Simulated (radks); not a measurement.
Nb II, configuration [Ar] 3d10 4s1.5 4p6 4d4 5s0.5 (fractional occupations, a model configuration). Method: scalar-relativistic Kohn-Sham, PBE, spin-polarised, spherical densities, point nucleus; open shells are filled with parallel spins first (spin-orbit coupling, left out, can overturn this in heavy ions); computed with a radial shooting solver on a logarithmic mesh with Libxc functionals.

Radial electron density D(r) = 4 pi r^2 rho(r):

r (bohr),D(r) (e/bohr),spin D(r)
0.003875,7.987,0.00584
0.004475,10.01,0.00728
0.005168,12.44,0.00900
0.005969,15.34,0.0110
0.006893,18.72,0.0133
0.007961,22.57,0.0159
0.009194,26.86,0.0186
0.01062,31.49,0.0213
0.01216,35.99,0.0236
0.01405,40.68,0.0256
0.01622,44.95,0.0266
0.01874,48.44,0.0263
0.02164,50.78,0.0242
0.02499,51.71,0.0201
0.02886,51.13,0.0142
0.03333,49.29,0.00719
0.0385,46.78,0.000685
0.04446,44.53,-0.00297
0.05134,43.60,-0.000849
0.0593,44.86,0.00989
0.06848,48.58,0.0309
0.07909,54.07,0.0614
0.09134,59.68,0.0981
0.1055,63.24,0.136
0.1218,62.90,0.171
0.1407,58.20,0.208
0.1625,50.65,0.255
0.1876,43.29,0.328
0.2167,39.29,0.431
0.2503,40.02,0.543
0.289,43.99,0.611
0.3338,47.51,0.575
0.3855,46.92,0.412
0.4452,40.90,0.177
0.5142,31.18,0.00305
0.5938,21.24,0.0418
0.6858,14.11,0.374
0.792,10.76,0.962
0.9146,10.11,1.66
1.056,10.21,2.26
1.21,9.689,2.59
1.398,8.167,2.67
1.614,6.112,2.49
1.864,4.161,2.15
2.153,2.672,1.73
2.486,1.671,1.30
2.871,1.027,0.909
3.316,0.6075,0.578
3.83,0.3338,0.328
4.423,0.1643,0.163
5.108,0.07007,0.0700
5.899,0.02486,0.0248
6.813,0.007009,0.00701
7.868,0.001507,0.00151
9.086,0.0002381,0.000238

D(r) has 4 maxima, at r = 0.0254, 0.112, 0.353, 1.04 bohr, and minima at 0.0513, 0.227, 0.907 bohr, inside which lie 2.04, 11.09, 29.40 electrons.
